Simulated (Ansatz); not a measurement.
A nudged elastic band was laid between two geometries of CH$_{7}$BBrGeN (12 atoms, charge 0, multiplicity 1).

All numbers below come from RKS PBE-D4/def2-SVP in Ansatz.

```yaml
movable_images: 9
climbing_image: yes
spring: 5.0 eV/Å²
optimiser: quadratic models (default)
start_path: IDPP
force_threshold: 0.05 eV/Å
iteration_limit: 60
end_points: relaxed
```

First end point:

```xyz
12
Properties=species:S:1:pos:R:3
C -1.005 -0.157 1.147
N -0.257 0.064 -0.092
Ge 1.618 -0.250 -0.043
B -0.900 0.487 -1.258
Br 0.127 0.767 -2.892
H -2.076 0.074 0.984
H -0.635 0.489 1.972
H -0.930 -1.212 1.490
H 2.372 1.061 -0.360
H 1.985 -1.382 -1.029
H 1.873 -0.689 1.424
H -2.095 0.693 -1.310
```

Last end point:

```xyz
12
Properties=species:S:1:pos:R:3
C -1.024 -0.754 0.699
N -0.183 0.128 -0.107
Ge 1.676 -0.153 0.085
B -0.638 1.127 -0.980
Br -2.533 1.483 -1.245
H -2.093 -0.529 0.523
H -0.815 -0.629 1.784
H -0.847 -1.822 0.444
H 2.410 0.856 -0.820
H 1.967 -1.622 -0.322
H 2.023 0.044 1.585
H 0.136 1.815 -1.611
```

(1) Which bonds break or form, and what moves?

(2) What energy profile does the band end with?

(3) What is the geometry of the highest image?

(4) What are the harmonic wavenumbers there?

The band took 16 iterations and about 10 core-minutes.

## Answers

(1) No bond is made or broken. The dihedral Ge3–N2–B4–Br5 goes from 0 to 180°.

(2) The run converged. The highest image is number 5 of 0 to 10, 1.04 eV above the first end and 1.05 eV above the last; the last end lies 0.01 eV below the first. A vibrational analysis at the climbing image gives one clearly imaginary mode, 258i cm⁻¹: a first-order saddle point.

```tsv
image	path coordinate (Å)	energy (eV)	dihedral Ge3–N2–B4–Br5 (°)
0	0.00	0.00	0
1	0.76	0.02	3
2	1.52	0.08	15
3	2.28	0.34	35
4	3.04	0.78	52
5	3.81	1.04	69
6	4.59	0.80	94
7	5.37	0.41	120
8	6.15	0.12	148
9	6.93	0.01	172
10	7.71	-0.01	180
```

(3) 
```xyz
12
Properties=species:S:1:pos:R:3
C -1.024 -0.668 0.856
N -0.240 0.345 0.139
Ge 1.624 0.122 0.188
B -0.781 0.884 -1.074
Br -0.777 -0.148 -2.744
H -2.054 -0.297 1.047
H -0.568 -0.877 1.846
H -1.110 -1.635 0.305
H 2.235 1.302 -0.605
H 2.054 -1.242 -0.427
H 2.008 0.173 1.690
H -1.290 1.984 -1.188
```

(4) 258i, 63, 121, 147, 177, 206, 338, 517, 585, 601, 625, 775, 806, 829, 851, 990, 1056, 1087, 1105, 1272, 1399, 1412, 1432, 2053, 2084, 2113, 2550, 2910, 2997, 3036 cm⁻¹.

Time of the run: 5.2 min on 2 threads of AMD EPYC 9R14 (Zen 4), on a shared host, peak memory 0.25 GiB.
